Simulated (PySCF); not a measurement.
H₂Pb₂, SMILES [PbH]#[PbH]. Atoms are numbered in the order given.

```xyz
4

Pb     0.0000    -1.4364    -0.0102
Pb     0.0000     1.4364    -0.0102
H      1.1866     0.0000     0.8353
H     -1.1866     0.0000     0.8353
```

Geometry optimised at PBE0-D3(BJ)/def2-TZVP. The def2 effective core potentials stand for the cores of Pb; spin–orbit coupling is left out.

These are PySCF with PBE0/def2-TZVPD values and carry that method's errors.

Mulliken values depend strongly on the basis, most of all with diffuse functions as here. ESP charges are fitted to the potential on shells at 1.4 to 2.0 van der Waals radii. Atomic charges (e):

```
atom  ESP fit  Mulliken
----  -------  --------
Pb1      0.10      0.06
Pb2      0.10      0.06
H3      -0.10     -0.06
H4      -0.10     -0.06
```
